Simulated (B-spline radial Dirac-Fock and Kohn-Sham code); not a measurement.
## Ta³⁺: eigenvalues, ΔSCF and the reference

System: the Ta³⁺ ion, configuration [Xe] 4f14 5d2.

The density-functional columns are spherical, spin-unpolarised Dirac-Kohn-Sham results without Breit or QED terms: −ε is minus the orbital energy of the initial state and ΔSCF the difference of two total energies. The reference in the last column comes from multi-electron Dirac-Fock with separately optimised hole states, Breit and Lamb-shift corrections added in first order. All numbers are from a B-spline atomic structure program, in eV; a selection of levels is shown. For the 1s level of heavy atoms much of the gap between ΔSCF and the reference is the Breit and QED part, -333.6 eV here; for other levels the error of the functional can be larger.

```tsv
level	PBE −ε	PBE ΔSCF	LDA −ε	LDA ΔSCF	Dirac-Fock
K (1s)	67282.5	67828.7	67225.5	67769.9	67447.7
L1 (2s)	11576.1	11675.2	11567.9	11667.4	11725.3
L2 (2p1/2)	11066.6	11194.4	11062.9	11190.8	11174.0
L3 (2p3/2)	9796.4	9906.7	9794.1	9904.6	9918.1
M1 (3s)	2673.4	2702.0	2671.2	2699.8	2752.0
M2 (3p1/2)	2446.5	2477.2	2445.6	2476.4	2509.2
M3 (3p3/2)	2173.0	2200.9	2172.5	2200.5	2235.3
M4 (3d3/2)	1789.1	1822.8	1789.3	1823.1	1830.7
M5 (3d5/2)	1729.6	1762.2	1729.8	1762.5	1772.3
N1 (4s)	567.4	581.0	566.4	580.0	609.1
N2 (4p1/2)	473.8	487.3	473.4	486.9	508.6
N3 (4p3/2)	410.8	423.9	410.3	423.3	445.7
N4 (4d3/2)	256.8	269.6	256.8	269.6	280.3
N5 (4d5/2)	245.2	257.9	245.2	257.9	268.8
N6 (4f5/2)	53.87	65.43	54.26	65.83	61.80
N7 (4f7/2)	51.89	63.35	52.27	63.75	59.92
O1 (5s)	100.8	109.3	101.1	109.7	112.7
O2 (5p1/2)	73.52	81.54	73.89	81.93	80.65
O3 (5p3/2)	64.60	72.20	64.87	72.49	71.65
O4,5 (5d)	29.11	35.02	29.44	35.35	33.99
```

Problem. Order the estimates of the K (1s) level by their distance from the Dirac-Fock value, nearest first.
A. LDA ΔSCF
B. PBE ΔSCF
C. PBE −ε
D. LDA −ε

Solution. C (165.2 eV), D (222.2 eV), A (322.2 eV), B (381.0 eV).

An eigenvalue near the reference for a deep level is a cancellation of errors: it lacks relaxation, carries self-interaction and omits Breit and QED terms.

Values without a named source are computed, but for edge energies of neutral atoms, which are taken from tables.
